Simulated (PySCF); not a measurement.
# The second ionisation energy along group 13

Calculated with PySCF 2.14 from differences of total energies of unrestricted determinants, without spin-orbit coupling. Values in eV. The last column holds reference values (NIST; (s) semi-empirical, (t) theoretical, else measured). Unmarked ones compare directly (S terms, centres of terms, or small fine structure); those marked * lie between the lowest fine-structure levels and include a spin-orbit shift.

```csv
element,configurations,UHF,PBE,MP2 (valence),CCSD (valence),CCSDT (valence),FCI (valence),reference
"B (cc-pVDZ-DK, spin-free X2C)",[He] 2s2 → [He] 2s1,23.494,24.659,24.378,25.086,25.086,25.086,25.155
"Al (cc-pVDZ-DK, spin-free X2C)",[Ne] 3s2 → [Ne] 3s1,17.574,18.830,18.254,18.619,18.619,18.619,18.829
"Ga (cc-pVDZ-DK, spin-free X2C)",[Ar] 3d10 4s2 → [Ar] 3d10 4s1,18.801,20.810,19.439,19.770,19.770,19.770,20.515
```

```tsv
method	elements	mean error (eV)	mean absolute error (eV)	largest error (eV)
UHF	3	-1.543	1.543	-1.714
PBE	3	-0.067	0.264	-0.496
MP2 (valence)	3	-0.809	0.809	-1.076
CCSD (valence)	3	-0.341	0.341	-0.745
CCSDT (valence)	3	-0.341	0.341	-0.745
FCI (valence)	3	-0.341	0.341	-0.745
```

Errors include the incompleteness of the basis and the frozen core.

"Valence" correlates the outer s and p shells and, in groups 3 to 12 and the f block, the outer d or f shell, open or full, or the next shell where the ion has no valence electron left; the wider scheme adds the next inner shell.
